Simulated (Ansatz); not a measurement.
A made-up structure of BSiHCl2, closed shell:

B1  (-0.267, 1.390, -0.256)
Si2  (0.121, -0.550, 0.084)
Cl3  (1.658, -1.244, 1.566)
Cl4  (-1.051, -2.213, -0.865)
H5  (-0.462, 2.618, -0.529)
(Å)

It is relaxed with PBE-D4/def2-SVP and then PBE0-D4/def2-TZVP (Ansatz 0.2.0). Atoms count as bonded within 1.22 times the sum of their covalent radii (H–H: 0.88 Å). The end point is not checked to be a true minimum.

(1) Does its bonding change? (Judge from chemistry; the calculation decides.)

Answers

(1) Computed: No: no bond forms or breaks.

Where it ends: The first stage lowers the energy by 1.02 eV in 10 steps. It ends as BSiHCl₂ ([BH][Si]([Cl])[Cl]):
```xyz
5
angstrom
B -0.3865 1.2465 -0.0659
Si 0.2944 -0.4985 -0.1295
Cl 1.4344 -1.1092 1.4489
Cl -0.9842 -1.9740 -0.7224
H -0.3581 2.3352 -0.5312
```

Labels in which every atom is bracketed show which atoms are joined, not bond orders.

For scale, one of the runs: PBE0-D4/def2-TZVP relaxation, 148 basis functions, launched by `ansatz run in.yaml --threads 2 --pin off --events-out ev --progress --plain --max-ram 4352MiB`. The run took about 18 s on 2 CPU threads of an Intel Xeon Platinum 8488C (shared host).
